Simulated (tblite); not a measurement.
Compound: C₄H₅N₂O₂S (doublet state).
SMILES with atom numbers: `[CH3:1][O:2][c:3]1[n:4][c:5]([CH2:6][O:7])[n:8][s:9]1` (hydrogens: H10, H11, H12 on C1; H13, H14 on C6)

A start from a force field or distance geometry was refined with GFN2-xTB geometry optimisation, gas phase (tblite 0.8.0). Values at the start:

```
 coordinate    start
      C1–O2  1.424 Å
     C1–H10  1.106 Å
      O2–C3  1.351 Å
      C3–N4  1.292 Å
      C3–S9  1.707 Å
      N4–C5  1.404 Å
      C5–C6  1.520 Å
      C5–N8  1.355 Å
      C6–O7  1.329 Å
     C6–H13  1.098 Å
      N8–S9  1.665 Å
   C1–O2–C3   112.5°
   O2–C3–N4   124.8°
   C3–N4–C5   108.3°
   C3–S9–N8    93.7°
   N4–C3–S9   113.1°
   N4–C5–C6   120.3°
   C5–C6–O7   108.8°
   C5–N8–S9   106.0°
C1–O2–C3–N4       6°
N4–C5–C6–O7     -85°
```

**Question.** How do these coordinates change at the GFN2-xTB level?

**Answer.** 
```csv
coordinate,GFN2-xTB (Å or °),change
C3–S9,1.775,+0.068
N4–C5,1.351,-0.053
O2–C3,1.308,-0.043
C5–N8,1.312,-0.043
N8–S9,1.630,-0.035
C6–O7,1.301,-0.028
C6–H13,1.122,+0.024
C5–C6,1.499,-0.021
C1–H10,1.087,-0.019
C3–N4,1.288,-0.004
C1–O2,1.426,+0.002
C5–C6–O7,119.3,+10.5
C5–N8–S9,110.9,+4.9
C3–S9–N8,89.8,-3.9
O2–C3–N4,127.9,+3.1
C1–O2–C3,115.6,+3.1
N4–C5–C6,122.4,+2.1
C3–N4–C5,110.0,+1.7
N4–C3–S9,111.4,-1.7
N4–C5–C6–O7,-2,+83
C1–O2–C3–N4,-1,-7
```

The energy falls by 52.1 kJ/mol over 86 L-BFGS steps, the largest force on an atom goes from 3.29 to 0.009 eV/Å, and the atoms move by 0.613 Å rms after alignment. The bond that changes most is C3–S9 (ends: carbon bonded to N, O and S; sulfur bonded to C and N), which lengthens by 0.068 Å. Bonds longer at the end by more than 0.005 Å: 3 of 14; shorter: 7. Among the dihedrals that turn most is N4–C5–C6–O7, from -85° to -2°. Rotational constants go from 2274, 1059, 758.9 to 2110, 1130, 742.5 MHz.

The run took 0.61 s wall on one thread, Arm Neoverse V1 (aarch64) (shared host).

Its GFN2-xTB frequencies are all real (lowest 42 cm⁻¹). 3 starts were optimised and ended at 0.00, 0.70 and 2.20 kcal/mol (GFN2-xTB); the lowest of these is shown.

One conformer stands for the species.

The numbers are calculated, not measured.
